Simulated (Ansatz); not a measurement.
Species: sum formula BPH3, charge 0, multiplicity 2. It need not be the lowest isomer of its formula. 
Coordinates optimised at B3LYP-D3(BJ)/def2-TZVP (Ansatz, an electronic-structure program):
```
B
H 1 1.1911
H 1 1.1923 2 119.35
P 1 1.8822 2 120.50 3 -174.07
H 4 1.4238 1 96.61 2 -142.94
```
Charge 0, spin multiplicity 2.

Basis-set convergence of Hartree-Fock and MP2 correlation energies (hartree) with Ansatz. Correlated levels leave the core frozen unless marked. UHF or UKS for open shells. No spin-orbit coupling. No relativistic terms.

```
basis            functions       E(HF)  E(corr, MP2)
---------------  ---------  ----------  ------------
aug-cc-pV(D+d)Z         82  -367.12872      -0.19224
aug-cc-pV(T+d)Z        170  (withheld)    (withheld)
```

### Question
Some entries are withheld; supply them.

### Answer

- aug-cc-pV(T+d)Z, E(HF): -367.14575
- aug-cc-pV(T+d)Z, E(corr, MP2): -0.23485
